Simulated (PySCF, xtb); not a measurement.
AsH5Si, SMILES [SiH3][AsH2].

Harmonic wavenumbers (cm⁻¹) from GFN2-xTB in xtb at its own minimum, in rising order: 113, 370, 426, 435, 647, 677, 786, 796, 813, 1008, 1914, 1917, 2203, 2205, 2212.

### Question
What does PBE-D3(BJ)/def2-TZVP run with PySCF 2.14.0 give at its own minimum? (The exact figures need the calculation; the answer reports its results.)

### Answer
150, 344, 421, 437, 648, 695, 852, 906, 914, 949, 2118, 2131, 2154, 2172, 2173. Paired by order, the mean absolute difference is 65 cm⁻¹ and the zero-point energies are 23.6 and 24.4 kcal/mol.
